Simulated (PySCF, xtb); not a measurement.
C₂H₈BNOS, SMILES N(C)(B(S)O)C. Atoms are numbered in the order given.

```xyz
14

B      0.0407     0.5465     0.1507
N     -0.7465    -0.5542    -0.2538
C     -2.1808    -0.4370    -0.4198
C     -0.2321    -1.8738    -0.5349
H     -2.4824    -0.6792    -1.4568
H     -2.7176    -1.1344     0.2516
H     -2.5064     0.5853    -0.1923
H     -0.6829    -2.6317     0.1343
H     -0.4557    -2.1782    -1.5754
H      0.8578    -1.9119    -0.4005
O     -0.5786     1.7514     0.3849
H      0.0184     2.4527     0.6600
S      1.8716     0.3076     0.3461
H      2.1512     1.5760     0.7129
```

Coordinates come from a r2SCAN-D4/def2-SVP optimisation. Other conformers were not sampled.

The numbers are results of IEF-PCM-B3LYP/def2-SVP run with PySCF, not measurements.

The values are the electrostatic part of the solvation free energy, E(continuum) − E(gas) at the gas-phase geometry, in a cavity of scaled van der Waals radii (PySCF's table); cavitation and dispersion terms are not included. In vacuum the orbital gap is 6.53 eV. The dipole moment in vacuum is 0.76 D.

Computed values in water (ε = 78.36), acetone (ε = 20.49), tetrahydrofuran (ε = 7.43):
```json
[
 {"solvent": "water", "ε": "78.36", "ΔG(elec) (kcal/mol)": "-5.7", "dipole (D)": "1.03", "gap (eV)": "6.95"},
 {"solvent": "acetone", "ε": "20.49", "ΔG(elec) (kcal/mol)": "-5.4", "dipole (D)": "1.01", "gap (eV)": "6.92"},
 {"solvent": "tetrahydrofuran", "ε": "7.43", "ΔG(elec) (kcal/mol)": "-4.6", "dipole (D)": "0.97", "gap (eV)": "6.86"}
]
```

For comparison, GFN2-xTB/ALPB(water) (xtb, at the GFN2-xTB geometry, all terms of that model) gives -4.7 kcal/mol.
